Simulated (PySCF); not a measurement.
## Frontier orbitals and the lowest excitations

Species: Mo(CH)Cl3, CHCl₃Mo (singlet state).
Structure used (PBE0-D3(BJ)/def2-SVP), in Å, numbered top down from 1:
```xyz
6
CHCl3Mo angstrom
Mo    -0.0453   -0.0010   -0.4810
C      0.1220    0.0040    1.2087
H      0.2318    0.0064    2.2973
Cl     2.0841   -0.0064   -1.2235
Cl    -1.1950    1.8900   -0.9073
Cl    -1.1976   -1.8931   -0.8943
```

Level of theory: TDDFT wB97X-D/def2-SVPD, vertical, gas phase, core orbitals frozen in the response, def2 core potentials past Kr in PySCF 2.14.0, density-fitted response routines. Spin–orbit coupling is left out.

Frontier orbitals with the atoms that hold most of them (Löwdin shares over 4%, at most four atoms):

```csv
orbital,ε (eV),atoms
LUMO+2,0.06,"Mo1 46%, C2 14%, H3 10%, Cl4 10%"
LUMO+1,-1.87,"Mo1 63%, Cl4 14%, Cl5 10%, Cl6 9%"
LUMO,-1.88,"Mo1 63%, Cl6 13%, Cl5 12%, Cl4 7%"
HOMO,-10.07,"Cl4 30%, C2 29%, Mo1 24%, Cl5 8%"
HOMO-1,-10.08,"C2 29%, Mo1 24%, Cl6 23%, Cl5 22%"
HOMO-2,-11.40,"Cl5 33%, Cl6 33%, Cl4 33%"
HOMO-3,-12.03,"Cl4 30%, Cl5 28%, Cl6 28%, Mo1 9%"
```

Problem. The HOMO–LUMO gap is 8.19 eV. Where does the response calculation put the lowest singlet, and from which orbitals?

Solution. S1 is at 2.78 eV (f = 0.0000), 5.41 eV below the gap, made of HOMO-1/HOMO→LUMO/LUMO+1 (≥97%). Without the coupling terms of the response equations the lowest excitation would equal the gap.

For S1 the Löwdin share of molybdenum is 24% in HOMO-1 and 63% in LUMO.

Next come S2 at 3.00 eV (f 0.0036), HOMO-1/HOMO→LUMO/LUMO+1 (≥94%); S3 at 3.06 eV (f 0.0005), HOMO-1/HOMO→LUMO/LUMO+1 (98%); S4 at 3.06 eV (f 0.0006), HOMO-1/HOMO→LUMO/LUMO+1 (97%); S5 at 4.88 eV (f 0.0000), HOMO-1/HOMO→LUMO+4 (≥44%), HOMO-1/HOMO→LUMO+3 (≥44%).

Orbitals of the list HOMO-3 to LUMO+2 that lie within 0.01 eV of each other are written together with a slash and their weights summed (≥ marks a lower bound); for degenerate orbitals outside that list single weights are arbitrary.

On an Arm Neoverse V1 with one thread (shared host), this took 18 s.
